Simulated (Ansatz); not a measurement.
C₂H₆Cl₂GaN, SMILES `C[N](C)[Ga]([Cl])[Cl]` at its PBE0-D4/def2-TZVP geometry, where that method's forces vanish. Total charge 0; spin multiplicity 1.

```xyz
12

C    -0.2909   -1.4091    0.0919
N     0.0003    0.0002   -0.0004
C     0.0688    0.6754    1.2718
Ga    0.2552    0.8429   -1.5668
Cl    0.6807    2.9265   -1.6168
Cl    0.1367   -0.2267   -3.4016
H    -1.2582   -1.5832    0.5822
H     0.4759   -1.9353    0.6763
H    -0.3295   -1.8638   -0.8993
H     0.2916    1.7352    1.1379
H     0.8517    0.2427    1.9092
H    -0.8823    0.5954    1.8154
```

(1) What forces (eV/Å) does PBE-D4/def2-TZVPP give on these atoms in Ansatz 0.2.0? (Estimate.)

Answers

(1) Computed: 
```
C1  -0.018 -0.099 -0.044
N2  -0.011 -0.037  0.068
C3   0.015  0.089  0.062
Ga4  0.020  0.064 -0.119
Cl5  0.058  0.288  0.004
Cl6 -0.019 -0.157 -0.249
H7  -0.202 -0.043  0.108
H8   0.157 -0.116  0.127
H9  -0.009 -0.099 -0.199
H10  0.045  0.217 -0.020
H11  0.161 -0.091  0.141
H12 -0.198 -0.018  0.121
```
